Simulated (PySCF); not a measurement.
PySCF 2.14 output of an unrestricted M06-L calculation on a single atom or ion in ANO-RCC-VTZP (8s7p5d3f1g, 84 functions), with scalar relativity by spin-free X2C-1e:

```
SCF conv_tol = 1e-09
number electrons alpha = 39  beta = 36
    Y. Zhao and D. G. Truhlar.,  J. Chem. Phys. 125, 194101 (2006)
    Y. Zhao and D. G. Truhlar.,  J. Chem. Phys. 125, 194101 (2006)
    Y. Zhao and D. G. Truhlar.,  Theor. Chem. Acc. 120, 215 (2008)
cycle= 1 E= -17827.3891853924  delta_E= -0.0117  |g|= 0.162  |ddm|= 0.0878
cycle= 2 E= -17827.3888456045  delta_E= 0.00034  |g|= 0.162  |ddm|= 0.0437
cycle= 3 E= -17827.3912356684  delta_E= -0.00239  |g|= 0.0125  |ddm|= 0.0298
cycle= 4 E= -17827.3912658345  delta_E= -3.02e-05  |g|= 0.000367  |ddm|= 0.0049
cycle= 5 E= -17827.3912658778  delta_E= -4.33e-08  |g|= 2.27e-05  |ddm|= 0.00022
cycle= 6 E= -17827.3912658779  delta_E= -8e-11  |g|= 9.54e-07  |ddm|= 8.96e-06
converged SCF energy = -17827.3912658779  <S^2> = 3.7547383  2S+1 = 4.0023685
```

The run itself started from symmetry-adapted Hartree-Fock orbitals and held the occupation by maximum overlap, on a logarithmic radial grid, so the iterations belong to that start.

Problem. Which element, charge and spin multiplicity is this?

Solution. Ir²⁺ (iridium, charge +2), multiplicity 4; the state was [Xe] 4f14 5d7, high-spin 4F determinant.

Spin-orbit coupling, absent here, splits the open shell strongly.
